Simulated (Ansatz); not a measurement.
Geometry optimisation, RKS CAM-B3LYP/def2-SVP in Ansatz 0.2.0.

Input file:

```yaml
crystal:
  periodic: [false, false, false]
  atoms:
    - { symbol: B, position_ang: [0.0, 0.0, 0.0] }
    - { symbol: O, position_ang: [0.0, 0.0, 1.76] }
    - { symbol: H, position_ang: [-0.9095, -0.2814, 2.0971] }
    - { symbol: F, position_ang: [1.1431, 0.0, -0.66] }
    - { symbol: F, position_ang: [-1.1431, 0.0, -0.66] }
    - { symbol: O, position_ang: [0.0766, 1.621, 0.5392] }
    - { symbol: Al, position_ang: [0.7098, 2.1426, 2.1189] }
    - { symbol: H, position_ang: [1.2046, 1.0815, 3.1499] }
    - { symbol: H, position_ang: [0.7698, 3.6608, 2.4724] }
    - { symbol: H, position_ang: [0.0506, 1.0697, 1.5173] }
basis:
  gaussian: { orbitals: def2-SVP }
hamiltonian:
  xc: cam_b3lyp
relax:
  f_tol: 0.15
  max_steps: 25
  restrain:
    - { distance: [0, 5], at: 1.41, k: 30.0 }
    - { distance: [9, 1], at: 1.01, k: 30.0 }
    - { distance: [0, 1], at: 2.61, k: 30.0 }
    - { distance: [9, 5], at: 2.21, k: 30.0 }
output:
  orbitals: {}
```

Launched with:

```bash
$ ansatz run input.yaml --threads 4 --pin off --max-ram 5120MiB --backend cpu --events-out ev --progress --plain --runs-dir out
```

Question: Where does it end, and by what steps?

Answer: It converged. The restraints hold the end off the free minimum; the threshold counts their pulls, which the force column leaves out. Restrained pairs: B1–O6 (1.71 → 1.37 Å), O2–H10 (1.10 → 0.98 Å), B1–O2 (1.76 → 2.60 Å), O6–H10 (1.12 → 2.21 Å). After 17 steps the energy has fallen by 6.048 eV (the restraints' own energy left out); H10 moved furthest, 1.65 Å.

```csv
step,energy less start (eV),largest force component (eV/Å),accepted
0,0.0000,7.886,yes
1,-1.4436,6.044,yes
2,-2.5863,5.669,yes
3,-3.5238,3.176,yes
4,-4.6054,2.479,yes
5,-5.3736,1.335,yes
6,-5.7086,1.452,yes
7,-5.8300,1.204,yes
8,-5.9231,1.032,yes
9,-5.9732,0.980,yes
10,-5.9975,1.025,yes
11,-6.0034,0.965,yes
12,-6.0032,1.014,yes
13,-6.0127,0.941,yes
14,-6.0314,1.037,yes
15,-6.0235,1.194,yes
16,-6.0325,1.221,yes
17,-6.0485,1.059,yes
```

```xyz
10
Properties=species:S:1:pos:R:3
B 0.019 0.733 0.066
O -0.424 -1.204 1.750
H -1.327 -1.342 1.435
F 1.028 0.289 -0.660
F -1.207 0.515 -0.380
O 0.229 1.499 1.182
Al 1.120 2.709 2.002
H 1.267 2.499 3.552
H 1.664 3.930 1.179
H -0.466 -0.334 2.208
```

Run time: 33 s on 4 threads of Arm Neoverse V2, with other jobs on the host, peak memory 0.29 GiB.
